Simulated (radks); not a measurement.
The cerium ion Ce2+, configuration [Xe] 4f2.

Method: scalar-relativistic Kohn-Sham, LDA (Slater exchange, Perdew-Wang correlation), spin-polarised, spherical densities, finite nucleus; open shells are filled with parallel spins first (spin-orbit coupling, left out, can overturn this in heavy ions); Fermi nuclear charge, rms radius 4.8771 fm; computed with a radial shooting solver on a logarithmic mesh with Libxc functionals.

Energy parts (eV):
total: -240899.67
kinetic: 255241.17
electron-nucleus: -583326.62
Hartree: 92700.40
exchange-correlation: -5514.62

Orbitals (lengths in bohr, moments of r in powers of bohr):
orbital  occ.  eigenvalue (eV)      <r^4>
1s down     1        -40231.69  1.780e-06
1s up       1        -40231.69  1.780e-06
2s up       1        -6447.801  0.0002937
2s down     1        -6447.791  0.0002937
2p up       3        -5778.786  0.0002147
2p down     3        -5778.781  0.0002147
3s up       1        -1391.754    0.01197
3s down     1        -1391.296    0.01196
3p up       3        -1178.888    0.01249
3p down     3        -1178.434    0.01248
3d up       5        -875.5610    0.01036
3d down     5        -875.2020    0.01035
4s up       1        -286.2469     0.3099
4s down     1        -284.9648     0.3096
4p up       3        -216.8782     0.4090
4p down     3        -215.5816     0.4087
4d up       5        -117.0609     0.6997
4d down     5        -115.7529     0.7009
5s up       1         -50.6209      10.40
5s down     1         -49.7169      10.63
5p up       3         -33.6900      19.90
5p down     3         -32.9650      20.54
4f up       2         -13.6770      11.39
4f down     0         -12.5568      13.65

The highest occupied level is 4f up at -13.677 eV. The electron density at the nucleus is 3.96e+05 e/bohr^3 (large components only). Spin moment in Bohr magnetons: 2. The spin density at the nucleus is -0.300 e/bohr^3 (1s 0.005, 2s -0.140, 3s -2.089, 4s -0.504, 5s 2.429). The density falls to 0.001 e/bohr^3 at r = 3.67 bohr.
